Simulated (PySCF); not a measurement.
## Electronic structure of Ru⁺ (ruthenium, charge +1) at the M06-2X level

Configuration: [Kr] 4d7, high-spin 4F determinant. Calculation: PySCF 2.14, in cc-pVTZ-PP with ECP28MDF (5s5p4d2f1g, 63 functions); a scalar-relativistic core potential.

- Total energy: -94.1260 hartree
- One-electron energy: -160.2078 hartree
- Hartree (Coulomb) energy: 75.9616 hartree
- Exchange-correlation energy: -9.8797 hartree
- ⟨S²⟩: 3.7558
- ⟨L²⟩: 12.009
- Sum of ⟨r⟩: 20.52 bohr
- Sum of ⟨r²⟩: 34.10 bohr²
- Traceless quadrupole moment −½Σ⟨3z² − r²⟩ along its main axis: 0.00469 e·bohr²
- Time after the integrals: 3.5 s of wall time on 1 thread of Neoverse-N1 (shared host)

| shell | electrons | mean orbital energy (hartree) | spread (hartree) | rms radius, mean of both spins (bohr) |
| --- | --- | --- | --- | --- |
| 4s α | 1 | -3.42569 | 0 | 1.10 |
| 4s β | 1 | -3.32860 | 0 | 1.10 |
| 4p α | 3 | -2.26345 | 0 | 1.22 |
| 4p β | 3 | -2.13776 | 0.00006 | 1.22 |
| 4d α | 5 | -0.61148 | 0.02173 | 1.80 |
| 4d β | 2 | -0.54673 | 0.00005 | 1.80 |

Energies and moments cover only the electrons outside the core potential.
